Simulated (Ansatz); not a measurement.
Input for Ansatz (an electronic-structure program): R-wB97X-V/def2-TZVPP on CH4 (SMILES C).

Ansatz 0.2 input:
```yaml
crystal:
  periodic: [false, false, false]
  atoms:
    - {symbol: C, position_ang: [0.00000000, 0.00000000, -0.00000000]}
    - {symbol: H, position_ang: [0.62892441, 0.62892441, 0.62892441]}
    - {symbol: H, position_ang: [-0.62892441, -0.62892441, 0.62892441]}
    - {symbol: H, position_ang: [0.62892442, -0.62892442, -0.62892441]}
    - {symbol: H, position_ang: [-0.62892442, 0.62892442, -0.62892441]}
basis:
  gaussian:
    orbitals: def2-TZVPP
hamiltonian:
  xc: {name: wB97X-V}
scf: {lower_state_search: off}
```

It printed:

```
WARN ansatz: RAYON_NUM_THREADS=4 ignored (pool sized by the plan → 4); use --threads N
Functional definition: wB97X-V
these checks for a lower state are left out or cut short: stability, starts, cluster_reference, orbital_swaps, neighbouring_geometries, increment
integrals: 0.02 GiB planned
416 factors; their error is unknown
integrals: 0.05 GiB planned
123 factors; integrals over basis functions are off by at most 1.3e-5 eV
mean field: 0.23 GiB planned
mean field evaluation 1: about -1100.5090 eV, gradient 3.1e1 eV
mean field evaluation 2: about -1101.6080 eV, gradient 2.0e1 eV
mean field evaluation 4: about -1102.5114 eV, gradient 1.2e-1 eV
mean field evaluation 8: about -1102.5099 eV, gradient 3.2e-2 eV
mean field evaluation 16: about -1102.5099 eV, gradient 3.9e-7 eV
mean field -1102.50988677 eV, -40.5164910307 hartree, gradient 3.9e-7 eV, S^2 0.000000; 0 other end points of the search recorded, 0 dependent functions left out
reference -1102.50988542 eV, -40.5164909813 hartree; 5, 5 occupied and 82, 82 virtual orbitals, 416 factors
Total energy: -1102.50988542 eV, -40.5164909813 hartree
Checks for a lower state left out: stability, starts, cluster_reference, orbital_swaps, neighbouring_geometries, increment
```

The calculation finished and met its thresholds.

Cost: very roughly 1.3 core-seconds.
